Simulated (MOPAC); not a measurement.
MOPAC input (AM1):

```
AM1 PRECISE GNORM=0.05 LET XYZ UHF MS=0.5 GEO-OK AUX(PRECISION=9) THREADS=1
H2ISi

Si    1.53523423 1   -1.06890713 1    0.05862114 1
I    -0.46260465 1    0.35472738 1   -0.01782576 1
H     1.47008769 1   -1.91189127 1    1.27975967 1
H     1.55467962 1   -1.92396005 1   -1.15569020 1
```

Output:

```
 *******************************************************************************
 **                                                                           **
 **                              MOPAC v23.2.5                                **
 **                                                                           **
 *******************************************************************************
 ** MOPAC's Digital Object Identifier: https://doi.org/10.5281/zenodo.6511958 **
 **                                                                           **
 ** Please cite the open-source release paper for use of this MOPAC version:  **
 ** J. E. Moussa and J. J. P. Stewart (2026)                                  **
 ** MOPAC: An open-source semiempirical molecular orbital program             **
 ** J. Open Source Softw., 11(119), 8025, https://doi.org/10.21105/joss.08025 **
 *******************************************************************************

                              AM1 CALCULATION RESULTS

 *******************************************************************************
 *  AM1        - The AM1 Hamiltonian to be used
 *  GEO-OK     - OVERRIDE INTERATOMIC DISTANCE AND OTHER SAFETY CHECKS
 *  UHF        - UNRESTRICTED HARTREE-FOCK CALCULATION
 *  MS=        - IN MECI, MAGNETIC COMPONENT OF SPIN =  0.5
 *  LET        - OVERRIDE SOME SAFETY CHECKS
 *  PRECISE    - TIGHTER CRITERIA TO BE USED
 *  XYZ        - CARTESIAN COORDINATE SYSTEM TO BE USED
 *  GNORM      - EXIT WHEN GRADIENT NORM DROPS BELOW 0.050
 *  AUX        - OUTPUT AUXILIARY INFORMATION
 *******************************************************************************
AM1 PRECISE GNORM=0.05 LET XYZ UHF MS=0.5 GEO-OK AUX(PRECISION=9) THREADS=1
 H2ISi

   ATOM   CHEMICAL          X               Y               Z
  NUMBER   SYMBOL      (ANGSTROMS)     (ANGSTROMS)     (ANGSTROMS)

     1      Si          1.53523423  *  -1.06890713  *   0.05862114  *
     2       I         -0.46260465  *   0.35472738  *  -0.01782576  *
     3       H          1.47008769  *  -1.91189127  *   1.27975967  *
     4       H          1.55467962  *  -1.92396005  *  -1.15569020  *

          CARTESIAN COORDINATES

    NO.       ATOM           X           Y           Z

     1        Si          1.5352     -1.0689      0.0586
     2         I         -0.4626      0.3547     -0.0178
     3         H          1.4701     -1.9119      1.2798
     4         H          1.5547     -1.9240     -1.1557

  H: (AM1): M.J.S. DEWAR ET AL, J. AM. CHEM. SOC. 107 3902-3909 (1985)
 Si: (AM1): M.J.S.DEWAR, C. JIE, ORGANOMETALLICS, 6, 1486-1490 (1987).
  I: (AM1): M.J.S. DEWAR AND E. G. ZOEBISCH, THEOCHEM, 180, 1 (1988).

           Empirical Formula: H2 Si I  =     4 atoms

      MOLECULAR POINT GROUP   :   Cs

          UHF CALCULATION, NO. OF ALPHA ELECTRONS =    7
                           NO. OF BETA  ELECTRONS =    6

          Geometry optimization using EF

          DIAGONAL MATRIX USED AS START HESSIAN

 CYCLE:     1  GRAD.:    26.391 HEAT:  22.68168
 CYCLE:     2  GRAD.:    20.390 HEAT:  22.15350
 CYCLE:     3  GRAD.:     7.443 HEAT:  21.65630
 CYCLE:     4  GRAD.:    12.813 HEAT:  21.53958
 CYCLE:     5  GRAD.:     7.453 HEAT:  21.34339
 CYCLE:     6  GRAD.:     2.837 HEAT:  21.26610
 CYCLE:     7  GRAD.:     1.801 HEAT:  21.24700
 CYCLE:     8  GRAD.:     0.213 HEAT:  21.24370
 CYCLE:     9  GRAD.:     0.087 HEAT:  21.24363
 CYCLE:    10  GRAD.:     0.049 HEAT:  21.24360

     GRADIENT =  0.04895 IS LESS THAN CUTOFF =  0.05000

 -------------------------------------------------------------------------------
 AM1 PRECISE GNORM=0.05 LET XYZ UHF MS=0.5 GEO-OK AUX(PRECISION=9) THREADS=1
 H2ISi

     GEOMETRY OPTIMISED USING EIGENVECTOR FOLLOWING (EF).
     SCF FIELD WAS ACHIEVED

                              AM1 CALCULATION
                                                       MOPAC v23.2.5 Linux

          FINAL HEAT OF FORMATION =         21.24360 KCAL/MOL =      88.88321 KJ/MOL

          COSMO AREA              =        109.25 SQUARE ANGSTROMS
          COSMO VOLUME            =         99.38 CUBIC ANGSTROMS

          GRADIENT NORM           =          0.04895          =       0.02447 PER ATOM
          IONIZATION POTENTIAL    =          9.328501 EV
          ALPHA SOMO LUMO (EV)    =         -9.329 -1.458
          BETA  SOMO LUMO (EV)    =        -10.678 -1.710
          NO. OF ALPHA ELECTRONS  =          7
          NO. OF BETA  ELECTRONS  =          6
          MOLECULAR WEIGHT        =        157.0058         POINT GROUP:  Cs

          MOLECULAR DIMENSIONS (Angstroms)

            Atom       Atom       Distance
            H     3    I     2     3.30400
            H     4    I     2     2.27298
            H     3   Si     1     0.37697

          SCF CALCULATIONS        =         11

   ATOM   CHEMICAL          X               Y               Z
  NUMBER   SYMBOL      (ANGSTROMS)     (ANGSTROMS)     (ANGSTROMS)

     1      Si          1.45441067  *  -1.09733374  *   0.05595435  *
     2       I         -0.45154121  *   0.35845392  *  -0.01745994  *
     3       H          1.62116774  *  -1.85774598  *   1.28972806  *
     4       H          1.70610578  *  -1.86986331  *  -1.15568613  *

                             CARTESIAN COORDINATES

   1   Si        1.454410672    -1.097333738     0.055954349
   2    I       -0.451541207     0.358453923    -0.017459935
   3    H        1.621167739    -1.857745984     1.289728062
   4    H        1.706105785    -1.869863314    -1.155686132

           Empirical Formula: H2 Si I  =     4 atoms

      MOLECULAR POINT GROUP   :   Cs

          ALPHA EIGENVALUES
 -29.94409 -15.45579 -13.34197 -12.46372 -11.31561 -10.60853  -9.32850  -1.45768
   1.09134   1.27769

           BETA EIGENVALUES
 -30.14529 -14.99442 -13.27062 -12.50220 -10.89809 -10.67830  -1.70988  -0.96945
   1.28145   1.66085

              NET ATOMIC CHARGES AND DIPOLE CONTRIBUTIONS

  ATOM NO.   TYPE          CHARGE      No. of ELECS.   s-Pop       p-Pop
    1         Si           0.288209        3.7118     0.96932     2.74247
    2          I          -0.078349        7.0783     1.97780     5.10055
    3          H          -0.104929        1.1049     1.10493
    4          H          -0.104930        1.1049     1.10493
 DIPOLE           X         Y         Z       TOTAL
 POINT-CHG.     0.506     0.225     0.016     0.554
 HYBRID         0.342    -1.045     0.017     1.100
 SUM            0.849    -0.820     0.034     1.181

          ATOMIC ORBITAL ELECTRON POPULATIONS

     Atom    s        px        py        pz
    1 Si   0.96932   0.89542   0.94107   0.90598
    2  I   1.97780   1.47940   1.63320   1.98794
    3  H   1.10493
    4  H   1.10493

                    (SZ)    =    0.500000
                    (S**2)  =    0.788476

          ATOMIC ORBITAL SPIN POPULATIONS

    Atom   Total    s     px     py     pz
         Atomic
    1 Si  1.2586  0.227  0.519  0.435  0.078
    2  I -0.1054  0.004 -0.043 -0.067  0.001
    3  H -0.0766 -0.077
    4  H -0.0766 -0.077

 **********************
 *                    *
 * JOB ENDED NORMALLY *
 *                    *
 **********************

 == MOPAC DONE ==
```

The geometry given is a B3LYP-D3(BJ)/def2-TZVP minimum.
